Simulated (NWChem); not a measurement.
A series in which one site is exchanged, each optimised at PBE0/def2-SVP with NWChem, gas phase unless a solvent is named. All stand in one matching conformer (torsions within 35°), which need not be the lowest. This build's default masses of Se (78.918 u) and Br (79.917 u) are each other's, which moves their modes by up to 0.6 %. Shieldings are non-relativistic GIAO values without spin-orbit effects.

A: [OH][AlH][Cl] (AlH$_{2}$OCl; site = Cl)
B: [OH][AlH2] (AlH$_{3}$O; site = H)
C: [OH][AlH][Br] (AlH$_{2}$OBr; site = Br)
D: [OH][AlH][F] (AlH₂OF; site = F)

```json
[
 {"quantity": "highest harmonic frequency (cm⁻¹), PBE0/def2-SVP", "A": "3989", "B": "3984", "C": "(withheld)", "D": "3992"},
 {"quantity": "lowest singlet excitation, CAM-B3LYP/def2-SVPD, TDA (eV)", "A": "7.11", "B": "5.94", "C": "(withheld)", "D": "7.74"},
 {"quantity": "Al absolute shielding, PBE0/pcSseg-1 (ppm)", "A": "418.6", "B": "373.7", "C": "(withheld)", "D": "453.9"},
 {"quantity": "Al absolute shielding, KT2/pcSseg-1 (ppm)", "A": "422.0", "B": "374.2", "C": "(withheld)", "D": "455.3"}
]
```

Problem. Some entries are withheld; supply them.

Solution. 
- highest harmonic frequency (cm⁻¹), PBE0/def2-SVP, C: 3987
- lowest singlet excitation, CAM-B3LYP/def2-SVPD, TDA (eV), C: 6.50
- Al absolute shielding, PBE0/pcSseg-1 (ppm), C: 406.5
- Al absolute shielding, KT2/pcSseg-1 (ppm), C: 409.6
